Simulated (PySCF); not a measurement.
C$_{2}$H$_{6}$N (SMILES C=[NH+]C), charge +1, singlet, at a GFN2-xTB geometry; PySCF with CCSD(T)/STO-3G.

Here is a job for PySCF.
```python
from pyscf import gto, scf, cc

mol = gto.M(
    atom='''
C     1.19670548    0.19800153   -0.25514348
N     0.15620289   -0.25883000    0.29860321
C    -1.19281822    0.05866004   -0.04418099
H     1.11956830    0.90336850   -1.07597570
H     2.18586447   -0.09844992    0.07041593
H     0.24717746   -0.92434630    1.07269205
H    -1.70467681    0.47811026    0.82533553
H    -1.23680754    0.76725567   -0.86945039
H    -1.72786969   -0.85409755   -0.31729306
''',
    basis='sto-3g',
    charge=1,
    verbose=4,
)

mf = scf.RHF(mol)
mf.kernel()

mycc = cc.CCSD(mf)
mycc.kernel()
et = mycc.ccsd_t()
print('E(CCSD(T)) = %.10f' % (mycc.e_tot + et))
```

Output, abridged:

```
PySCF version 2.14.0

[INPUT] verbose = 4
[INPUT] num. atoms = 9
[INPUT] num. electrons = 24
[INPUT] charge = 1
[INPUT] spin (= nelec alpha-beta = 2S) = 0
[INPUT] symmetry False subgroup None
[INPUT] Mole.unit = angstrom
[INPUT] Symbol           X                Y                Z      unit          X                Y                Z       unit  Magmom
[INPUT]  1 C      1.196705480000   0.198001530000  -0.255143480000 AA    2.261445608966   0.374168663945  -0.482151299668 Bohr   0.0
[INPUT]  2 N      0.156202890000  -0.258830000000   0.298603210000 AA    0.295180681966  -0.489117812821   0.564278286816 Bohr   0.0
[INPUT]  3 C     -1.192818220000   0.058660040000  -0.044180990000 AA   -2.254099752191   0.110851410056  -0.083489971012 Bohr   0.0
[INPUT]  4 H      1.119568300000   0.903368500000  -1.075975700000 AA    2.115677464745   1.707119054559  -2.033299389687 Bohr   0.0
[INPUT]  5 H      2.185864470000  -0.098449920000   0.070415930000 AA    4.130685193718  -0.186043385785   0.133066822507 Bohr   0.0
[INPUT]  6 H      0.247177460000  -0.924346300000   1.072692050000 AA    0.467097703566  -1.746761351255   2.027094190498 Bohr   0.0
[INPUT]  7 H     -1.704676810000   0.478110260000   0.825335530000 AA   -3.221372301797   0.903497448745   1.559658112573 Bohr   0.0
[INPUT]  8 H     -1.236807540000   0.767255670000  -0.869450390000 AA   -2.337227519397   1.449903083820  -1.643023115996 Bohr   0.0
[INPUT]  9 H     -1.727869690000  -0.854097550000  -0.317293060000 AA   -3.265200493037  -1.614010453162  -0.599596984625 Bohr   0.0

nuclear repulsion = 79.9388847073527
number of shells = 15
number of NR pGTOs = 63
number of NR cGTOs = 21
basis = sto-3g
ecp = {}

******** <class 'pyscf.scf.hf.RHF'> ********
method = RHF
initial guess = minao
damping factor = 0
level_shift factor = 0
DIIS = <class 'pyscf.scf.diis.CDIIS'>
diis_start_cycle = 1
diis_space = 8
diis_damp = 0
SCF conv_tol = 1e-09
SCF conv_tol_grad = None
SCF max_cycles = 50
direct_scf = True
direct_scf_tol = 1e-13
Set gradient conv threshold to 3.16228e-05
Initial guess from minao.
init E= -132.625912256603
  HOMO = -0.284820056259112  LUMO = 0.126719991387503  gap/eV = 11.19858
cycle= 1 E= -131.788566553156  delta_E= 0.837  |g|= 0.294  |ddm|= 3.45
  HOMO = -0.723452184415933  LUMO = -0.11868625496819  gap/eV = 16.45652
cycle= 2 E= -131.82226502766  delta_E= -0.0337  |g|= 0.0548  |ddm|= 0.48
  HOMO = -0.687419605876288  LUMO = -0.052835297077068  gap/eV = 17.26792
cycle= 3 E= -131.823418423857  delta_E= -0.00115  |g|= 0.0146  |ddm|= 0.092
  HOMO = -0.692226506284011  LUMO = -0.0547598929085237  gap/eV = 17.34635
cycle= 4 E= -131.823512008271  delta_E= -9.36e-05  |g|= 0.0054  |ddm|= 0.0298
  HOMO = -0.69202464678436  LUMO = -0.0554186728624418  gap/eV = 17.32293
cycle= 5 E= -131.823519861618  delta_E= -7.85e-06  |g|= 0.000777  |ddm|= 0.00609
  HOMO = -0.692051111219721  LUMO = -0.0553623554111146  gap/eV = 17.32518
cycle= 6 E= -131.823520269188  delta_E= -4.08e-07  |g|= 0.000208  |ddm|= 0.00189
  HOMO = -0.692052011889473  LUMO = -0.0553378120654499  gap/eV = 17.32588
cycle= 7 E= -131.823520292219  delta_E= -2.3e-08  |g|= 5.68e-05  |ddm|= 0.000447
  HOMO = -0.692046592980587  LUMO = -0.0553476268995019  gap/eV = 17.32546
cycle= 8 E= -131.823520294129  delta_E= -1.91e-09  |g|= 1.49e-05  |ddm|= 0.000125
  HOMO = -0.692045581406106  LUMO = -0.0553487228351565  gap/eV = 17.32540
cycle= 9 E= -131.823520294277  delta_E= -1.48e-10  |g|= 1.6e-06  |ddm|= 3.96e-05
  HOMO = -0.692045356119634  LUMO = -0.0553488402420798  gap/eV = 17.32539
Extra cycle  E= -131.823520294278  delta_E= -1.19e-12  |g|= 5.49e-07  |ddm|= 2.77e-06
converged SCF energy = -131.823520294278

******** <class 'pyscf.cc.ccsd.CCSD'> ********
CC2 = 0
CCSD nocc = 12, nmo = 21
max_cycle = 50
direct = 0
conv_tol = 1e-07
conv_tol_normt = 1e-05
diis_space = 6
diis_start_cycle = 0
diis_start_energy_diff = 1e+09
Init t2, MP2 energy = -131.994437038693  E_corr(MP2) -0.170916744415313
Init E_corr(CCSD) = -0.17091674441547
cycle = 1  E_corr(CCSD) = -0.19972273820568  dE = -0.0288059938  norm(t1,t2) = 0.0618358
cycle = 2  E_corr(CCSD) = -0.210800877601174  dE = -0.0110781394  norm(t1,t2) = 0.0263053
cycle = 3  E_corr(CCSD) = -0.218738079362749  dE = -0.00793720176  norm(t1,t2) = 0.0135929
cycle = 4  E_corr(CCSD) = -0.218991915281042  dE = -0.000253835918  norm(t1,t2) = 0.00274335
cycle = 5  E_corr(CCSD) = -0.218780165939823  dE = 0.000211749341  norm(t1,t2) = 0.000872669
cycle = 6  E_corr(CCSD) = -0.218775033880319  dE = 5.1320595e-06  norm(t1,t2) = 0.000136964
cycle = 7  E_corr(CCSD) = -0.218769744919596  dE = 5.28896072e-06  norm(t1,t2) = 4.59116e-05
cycle = 8  E_corr(CCSD) = -0.218768864789333  dE = 8.80130262e-07  norm(t1,t2) = 1.29612e-05
cycle = 9  E_corr(CCSD) = -0.218768658664879  dE = 2.06124454e-07  norm(t1,t2) = 3.67505e-06
cycle = 10  E_corr(CCSD) = -0.2187686837935  dE = -2.5128621e-08  norm(t1,t2) = 1.07397e-06
CCSD converged
E(CCSD) = -132.0422889780716  E_corr = -0.2187686837934999
CCSD(T) correction = -0.00263759046634558
E(CCSD(T)) = -132.0449265685
```
